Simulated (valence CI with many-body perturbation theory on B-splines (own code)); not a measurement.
## Nd38+: one-electron terms

Computed by configuration interaction combined with many-body perturbation theory (CI+MBPT): four valence electrons over a frozen Dirac-Fock core [Ar], a basis of 9 s, 9 p, 10 d, 8 f, 5 g, 3 h, 1 i functions for each j, with the one-electron correlation potential Σ1 (screened to all orders), the two-electron term Σ2, the three-electron term Σ3, Breit, model QED; selected single and double excitations, second order for the rest (own B-spline code, finite nucleus).

The last digits are not significant, and no measured levels were compared; by estimate large intervals hold to a few tenths of a per cent, small ones and those within an open d or f shell to about a per cent. Only levels of the ground parity were solved; by the run's estimate the other parity begins above the list, which can be wrong where configurations are misplaced.

These are the spectroscopic orbitals of the CI (the correlating ones are not listed), shaped by the core and the other valence electrons. h is the expectation value of the core's Dirac-Fock operator, without the valence repulsion; Σ1 is computed up to l = 3 at one energy for each symmetry, that of its lowest orbital but kept below the first core excitation, so for empty shells it is not the orbital's own correlation shift; Breit and QED include the response of the core.

```
Orbital  h (hartree)  Σ1 (cm⁻¹)  Breit (cm⁻¹)  QED (cm⁻¹)  ⟨r⟩ (bohr)
  4s1/2      -67.171      -7746          6661        4965      0.4917
  5s1/2      -41.124      -2953          3216        2440      0.8017
  6s1/2      -27.774      -1478          1764        1360       1.191
  4p1/2      -64.935     -10284         10596       -71.3      0.4869
  5p1/2       -40.02      -3748          5236       -29.9      0.8026
  6p1/2      -27.151      -1845          2917       -15.4       1.197
  4p3/2      -63.218      -9743          6503         427      0.5013
  5p3/2       -39.19      -3665          3227         217      0.8204
  6p3/2      -26.687      -1826          1913         123       1.219
  3d3/2      -113.05     -21728         13723       -1141      0.2177
  4d3/2      -60.023     -10084          5019        -321      0.4776
  5d3/2      -37.654      -3890          2447        -148      0.8089
  3d5/2      -111.97     -20491          6974        -523      0.2209
  4d5/2      -59.632      -9750          2587        -113      0.4814
  5d5/2       -37.46      -3737          1246       -46.4      0.8136
  4f5/2      -56.723     -24101           591        -202      0.4328
  5f5/2      -36.125      -9660           262       -96.1      0.7740
  4f7/2      -56.589     -20651          -171        -120      0.4345
  5f7/2      -36.052      -8255         -53.0       -54.1      0.7760
  5g7/2      -35.284                     45.4       -24.7      0.6977
  5g9/2      -35.251                    -33.1        -4.6      0.6987
```

Among the shells of the start configuration 3d4, Σ1 is largest in size for 3d3/2, where it is 0.088 % of h.

Lowest root of each symmetry, sizes in configuration state functions:

| J | Parity | Roots | Reference | Variational | Second order | Change by selected CI (cm⁻¹) | Change by second order (cm⁻¹) |
| --- | --- | --- | --- | --- | --- | --- | --- |
| 0 | even | 5 | 19 | 7133 | 18246 | -11854 | 0 |
| 1 | even | 4 | 43 | 16952 | 30801 | -9904 | -2 |
| 2 | even | 8 | 61 | 25207 | 45622 | -10474 | -6 |
| 3 | even | 6 | 57 | 24302 | 57887 | -11238 | -15 |
| 4 | even | 7 | 48 | 24954 | 57939 | -11631 | -18 |
| 5 | even | 2 | 29 | 22180 | 10775 | -10911 | -9 |
| 6 | even | 2 | 15 | 18832 | 7560 | -11226 | -6 |
